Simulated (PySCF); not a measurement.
# C₆ coefficients of unlike pairs at TPSS

Calculated with PySCF 2.14 from the dipole response of each species, C₆(A,B) = (3/π) ∫ α_A(iu) α_B(iu) du, in atomic units, from isotropic polarisabilities. For ions this is the dispersion term alone; charge-induced terms of lower order in 1/R come first.

```
species      configuration                           basis  relativity  α (bohr³)  C₆ (like pair)
 Ne(3+)  [He] 2s2 2p3 (4S)          aug-cc-pwCVDZ (5s4p2d)        none     0.7013          0.6220
  O(2+)  [He] 2s2 2p2 (3P)      aug-cc-pV5Z (7s6p5d4f3g2h)        none      1.768           2.390
 Ar(3+)  [Ne] 3s2 3p3 (4S)  aug-cc-pV(5+d)Z (8s7p6d4f3g2h)        none      3.638           9.931
     N+  [He] 2s2 2p2 (3P)        aug-cc-pVQZ (6s5p4d3f2g)        none      3.938           8.603
```

Question: Estimate C₆ for N+ with Ne(3+).

Answer: The integral gives 2.136. The combination rule 2 C_A C_B / (C_A α_B/α_A + C_B α_A/α_B) gives 2.130 and the geometric mean 2.313.

No spin-orbit coupling is included.

The other pairs:

```csv
pair,C₆
"N+, O(2+)",4.474
"Ar(3+), Ne(3+)",2.373
"N+, Ar(3+)",9.180
"O(2+), Ne(3+)",1.185
"Ar(3+), O(2+)",4.859
```
